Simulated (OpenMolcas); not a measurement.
# Computed transition rates of Te II

```
Program             : OpenMolcas
Method              : SS-CASPT2, IPEA 0.25 Eh, imaginary shift 0.1 Eh (closed shells correlated: 4d)
Basis               : ANO-RCC-VTZP [7s6p4d2f1g]
Scalar Hamiltonian  : DKH2, point nucleus
Active space        : 5 electrons in 8 orbitals (5s 5p 6s 6p)
State averaging     : 2S+1 = 4 odd, 1 root; 2S+1 = 2 odd, 8 roots; 2S+1 = 4 even, 3 roots; 2S+1 = 2 even, 9 roots
Spin-orbit coupling : RASSI with atomic mean-field integrals over the reference wave functions, term energies averaged over their components
```

Rates come from the transition moments of the reference wave functions (E1 and E2 in the length form). At fixed line strength A goes as λ^-3 for E1 and M1 and as λ^-5 for E2, so a rate at the computed wavelength can be rescaled to the measured one. Measured vacuum wavelengths follow from level energies in NIST Handbook of Basic Atomic Spectroscopic Data. Branching counts decays inside the model space alone, at computed energies, and the table is only a selection of the E2 and M1 lines, drawn from those between levels with measured partners whose computed energy lies within a factor of 1.5 of the measured one.

| Upper | Lower | Type | λ computed (nm) | λ measured (nm) | A computed (s-1) | A rescaled (s-1) | Branching % |
| --- | --- | --- | --- | --- | --- | --- | --- |
| 5s² 5p³ ²D°_5/2 | 5s² 5p³ ²D°_3/2 | M1 | 5539 | 4547 | 5.50e-02 | 9.94e-02 | 24.5 |
| 5s² 5p³ ²P°_1/2 | 5s² 5p³ ²D°_5/2 | E2 | 1092 | 1231 | 1.80e-01 | 9.89e-02 | 1.6 |
| 5s² 5p³ ²P°_1/2 | 5s² 5p³ ²D°_3/2 | M1 | 911.9 | 968.6 | 2.87e+00 |  | 25.1 |
| 5s² 5p³ ²P°_1/2 | 5s² 5p³ ²D°_3/2 | E2 | 911.9 | 968.6 | 5.82e-01 | 4.30e-01 | 5.1 |
| 5s² 5p³ ²P°_3/2 | 5s² 5p³ ²D°_5/2 | M1 | 861.3 | 861.3 | 3.39e+00 |  | 12.7 |
| 5s² 5p³ ²P°_3/2 | 5s² 5p³ ²D°_5/2 | E2 | 861.3 | 861.3 | 8.72e-01 | 8.72e-01 | 3.3 |
| 5s² 5p³ ²D°_3/2 | 5s² 5p³ ⁴S°_3/2 | M1 | 853.4 | 978.2 | 2.26e+00 |  | 99.2 |
| 5s² 5p³ ²D°_3/2 | 5s² 5p³ ⁴S°_3/2 | E2 | 853.4 | 978.2 | 1.84e-02 |  | 0.8 |
| 5s² 5p³ ²P°_3/2 | 5s² 5p³ ²D°_3/2 | M1 | 745.4 | 724.1 | 9.25e+00 |  | 34.8 |
| 5s² 5p³ ²P°_3/2 | 5s² 5p³ ²D°_3/2 | E2 | 745.4 | 724.1 | 4.66e-01 | 5.39e-01 | 1.8 |
| 5s² 5p³ ²D°_5/2 | 5s² 5p³ ⁴S°_3/2 | M1 | 739.5 | 805 | 1.16e-01 |  | 51.7 |
| 5s² 5p³ ²D°_5/2 | 5s² 5p³ ⁴S°_3/2 | E2 | 739.5 | 805 | 5.35e-02 |  | 23.8 |
| 5s² 5p³ ²P°_1/2 | 5s² 5p³ ⁴S°_3/2 | M1 | 440.8 | 486.7 | 7.68e+00 |  | 67.2 |
| 5s² 5p³ ²P°_1/2 | 5s² 5p³ ⁴S°_3/2 | E2 | 440.8 | 486.7 | 1.23e-01 |  | 1.1 |
| 5s² 5p³ ²P°_3/2 | 5s² 5p³ ⁴S°_3/2 | M1 | 397.9 | 416.1 | 1.25e+01 |  | 47.0 |

Spin-changing lines and M1 lines between different terms are not rescaled, since their strength hangs on the term gaps too.

The largest correction is for 5s² 5p³ ²P°_1/2 → 5s² 5p³ ²D°_5/2 (E2): 1.80e-01 × (1092 / 1231)^5 = 9.89e-02 s-1, a factor of 0.55.

No measured rate stands beside these. Rescaling mends the energy factor alone: line strengths can still be far off where a level mixes with configurations outside the active space, and weak or spin-changing lines hang on small mixing coefficients that depend on the term gaps too, so rescaling need not improve them.

Term energies are means over components that CASPT2 splits; among the terms shown or strongly mixed into the levels shown the widest spread is 96 cm-1 (5s² 5p³ ²D°). Over all roots computed the reference weight is 0.82 to 0.91; the roots of lowest weight are the least certain, and an intruder state may touch them. Active for correlation alone: 6p 6s; no level in the range computed is led by a configuration that fills them, so any true level of that kind is missing. Measured partners are found by configuration, term and J. A level has none where our copy of the source lacks it or the pairing is in doubt (some pairs that miss far off the trend of their configuration count as doubtful). Only configurations of the active space appear.

° marks odd parity.
